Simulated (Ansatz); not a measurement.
Reaction (formal exchange of groups at the Se–Sn bond): `C[O][Sn]([Cl])([Cl])[SeH]` + `[CH3][GaH][F]` → `[CH3][Ga]([F])[SeH]` + `C[O][SnH]([Cl])[Cl]`

Calculated with Ansatz (gas phase, PBE0-D4/def2-TZVP geometries, no zero-point term in ΔE). CBS: MP2 limit from def2 TZ/QZ plus the TZ coupled-cluster correction, frozen cores. Functionals use def2-TZVPP. def2 core potentials past Kr. For Ga, Se, Sn outer-core shells are correlated without core-valence functions, which leaves a few kJ/mol of doubt a bond. Scalar relativity is left out up to krypton. One conformer a species, not always the lowest.

| level | ΔE (kJ/mol) |
| --- | --- |
| r2SCAN-D4 | -33.8 |
| HF/def2-TZVPP | -41.0 |

Q: What does CCSD(T)/CBS give? (Best estimate.)

A: Computed: -30.6 kJ/mol. The listed levels differ from it by -3.2, -10.4 kJ/mol.

Largest T1 diagnostic among the species: 0.013.

In def2-TZVPP, CCSD(T) changes the Hartree–Fock value by +3.7 kJ/mol (the triples alone add +1.3 kJ/mol) and MP2 by +7.6 kJ/mol. The D4 term adds +4.4 kJ/mol with B3LYP and +2.6 kJ/mol with PBE0; it sums over pairs of atoms, weighted by their polarisabilities, and B3LYP, whose exchange is more repulsive, gets the larger term.

B3LYP here is the variant with VWN-RPA as its local correlation; programs differ in this.
